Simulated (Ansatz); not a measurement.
```yaml
crystal:
  periodic: [true, true, true]
  atoms:
    - {symbol: B, position_ang: [-0.844077, 0.790582, 0.451842]}
    - {symbol: C, position_ang: [-0.043519, 0.633323, -0.916499]}
    - {symbol: N, position_ang: [0.729987, -0.408208, -0.842978]}
    - {symbol: Si, position_ang: [0.258978, -0.859642, 0.891106]}
    - {symbol: H, position_ang: [-2.033006, 0.620797, 0.301495]}
    - {symbol: H, position_ang: [-0.589816, 1.818157, 1.035686]}
    - {symbol: H, position_ang: [-0.047876, 1.223452, -1.840637]}
    - {symbol: H, position_ang: [1.329873, -0.706871, -1.604323]}
    - {symbol: H, position_ang: [-0.207848, -2.278236, 0.852256]}
    - {symbol: H, position_ang: [1.530304, -0.884657, 1.675054]}
basis:
  gaussian: {orbitals: STO-3G}
total_charge: 1
magnetization: {spin_polarized: true, initial_magnetization: 1}
hamiltonian: {xc: {name: PBE-QIDH}}
scf: {lower_state_search: off}
output: {forces: true}
```

```sh
$ ansatz run in.yaml --threads 2 --pin off --events-out ev --progress --plain --max-ram 4352MiB
```

Question: How does Ansatz answer? (Estimate.)

Answer: Computed: The program refused the input.
```
Error: YAML parse error: error: line 2 column 3: crystal: missing field `lattice` (a structure is typed as `lattice` and `atoms`, a molecule's as `atoms` in Å alone, or read from a run's directory, `checkpoint`)
 --> <input>:2:3
1 | crystal:
2 |   periodic: [true, true, true]
3 |   atoms:
4 |     - {symbol: B, position_ang: [-0.844077, 0.790582, 0.451842]}
```
